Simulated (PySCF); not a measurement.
CH₆BeO₂Si, SMILES C[O][Be][O][SiH3]. Atoms are numbered in the order given.

```xyz
11

Be     0.0000     0.0000     0.6044
O      0.0000     0.0000     1.9964
C      0.0000     0.0000     3.3740
H      1.0148     0.1789     3.7753
H     -0.6623     0.7894     3.7753
H     -0.3525    -0.9682     3.7753
O      0.0000     0.0000    -0.8187
Si     0.0000     0.0000    -2.4607
H     -1.3993    -0.0250    -2.9861
H      0.7213    -1.1993    -2.9861
H      0.6780     1.2243    -2.9861
```

Geometry: r2SCAN-D4/def2-SVP. One conformer was computed; it need not be the lowest.

Two levels are set side by side: PBE/pcSseg-1 (PySCF) and B3LYP/pcSseg-1 (PySCF). GIAO shifts against H2O (¹⁷O), TMS (²⁹Si), TMS (¹H), TMS (¹³C) at the same level; non-relativistic, no solvent, atoms listed together averaged. Differences are taken from unrounded values.

```tsv
quantity	B3LYP	PBE	PBE minus B3LYP
δ(¹⁷O) of O2 (ppm)	-5.9	0.3	6.2
δ(¹³C) of C3 (ppm)	56.6	57.5	0.9
δ(¹H) of H4, H5, H6 (ppm)	4.34	4.43	0.09
δ(¹⁷O) of O7 (ppm)	5.5	8.3	2.7
δ(²⁹Si) of Si8 (ppm)	-48.4	-43.3	5.2
δ(¹H) of H9, H10, H11 (ppm)	5.19	5.51	0.32
```

Rough cost on one machine, each run with all the roots and properties that it gave: B3LYP against PBE within a factor of 2.
